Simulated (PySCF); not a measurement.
Cd(tBu)(OH), SMILES [Cd]([C](C)(C)C)[OH] (GFN2-xTB optimised geometry):

```
16

Cd    -1.018     0.075     0.000
C      1.181     0.075     0.000
C      1.857    -1.294     0.005
C      1.581     0.858    -1.250
C      1.579     0.866     1.245
H      2.944    -1.166     0.006
H      1.591    -1.873    -0.879
H      1.589    -1.868     0.892
H      1.340     0.301    -2.159
H      1.065     1.822    -1.278
H      2.658     1.050    -1.249
H      1.065     1.830     1.266
H      1.337     0.315     2.158
H      2.657     1.057     1.245
O     -1.985     1.848     0.000
H     -2.944     1.873     0.000
```

Level of theory: PBE0/def2-TZVP, def2 effective core potentials past Kr in PySCF.

Problem. What are the frontier orbital energies and the dipole moment?

Solution. HOMO-2 -8.09 eV, HOMO-1 -7.27 eV, HOMO -6.39 eV, LUMO -2.11 eV, LUMO+1 0.01 eV; dipole moment 2.95 D.

On the same geometry PBE/def2-TZVP, def2 effective core potentials past Kr in PySCF 2.14.0 gives HOMO-2 -6.80 eV, HOMO-1 -5.71 eV, HOMO -5.42 eV, LUMO -2.80 eV, LUMO+1 -0.65 eV; dipole moment 2.46 D.
